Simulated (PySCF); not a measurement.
Correlation energy of Be (beryllium, neutral)

[He] 2p2, high-spin 3P determinant (an excited configuration). All numbers are calculated (PySCF 2.14, the spin-free X2C one-electron Hamiltonian (Gaussian nucleus), in x2c-TZVPPall with one added diffuse shell of s type (6s3p1d, 20 functions)). Frozen: nothing; 4 electrons correlated.

| level | correlation energy (mhartree) |
| --- | --- |
| CCSD | -39.55 |
| (T) | -0.03 |
| CCSD(T) | -39.58 |
| CCSDT | -39.58 |
| FCI | -39.58 |

Diagnostics: T1 = 0.0011, D1 = 0.0019, largest double amplitude 0.073, weight of the Hartree-Fock determinant in FCI 0.9875 (22800 determinants).

Question: Is a single reference adequate?

Answer: Mostly. T1 lies below 0.03, but a double amplitude of this size points to a near-degeneracy that CCSD handles and MP2 describes poorly.

This basis was not built for core-valence correlation, so the inner-shell part is incomplete.
